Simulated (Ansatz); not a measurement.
H5ISi2 (`[SiH3][SiH2]I`). Charge 0, multiplicity 1. I: def2 effective core potential.

| atom | x (Å) | y (Å) | z (Å) |
| --- | --- | --- | --- |
| Si1 | -0.522 | 1.076 | -0.259 |
| Si2 | 0.653 | -0.847 | 0.351 |
| I3 | -0.583 | -2.782 | -0.507 |
| H4 | 0.183 | 2.290 | 0.235 |
| H5 | -1.883 | 1.021 | 0.334 |
| H6 | -0.624 | 1.132 | -1.740 |
| H7 | 2.015 | -0.888 | -0.239 |
| H8 | 0.760 | -1.001 | 1.824 |

(1) What are the harmonic wavenumbers in cm⁻¹ at PBE0-D4/def2-TZVP (Ansatz, finite differences of forces, unscaled)? (Estimate.)

(2) Is this a minimum?

(3) Give the ideal-gas thermochemistry at 298.15 K and 1 bar (rigid rotor, harmonic oscillator; point group Cs, symmetry number 1).

(4) And at 400, 500, 600, 800 and 1000 K?

Answers

(1) Ansatz gave: 88, 108, 337, 346, 443, 508, 554, 674, 751, 867, 926, 933, 938, 2215, 2226, 2234, 2234, 2245.

(2) Yes, all 18 modes are real.

(3) Zero-point energy 111.4 kJ/mol; H(298) − E = 130.0 kJ/mol; entropy 343.0 J/(mol·K), of which translation 174.2, rotation 116.4, vibration 52.5; G(298) − E = 27.8 kJ/mol. Modes under 100 cm⁻¹ are hindered rotations or soft bends, so the harmonic entropy is rough.

(4) 
| T (K) | H − E (kJ/mol) | S (J/mol/K) | G − E (kJ/mol) |
| --- | --- | --- | --- |
| 400 | 140.4 | 372.7 | -8.7 |
| 500 | 151.8 | 398.3 | -47.3 |
| 600 | 164.3 | 421.0 | -88.3 |
| 800 | 191.6 | 460.1 | -176.5 |
| 1000 | 221.2 | 493.2 | -271.9 |
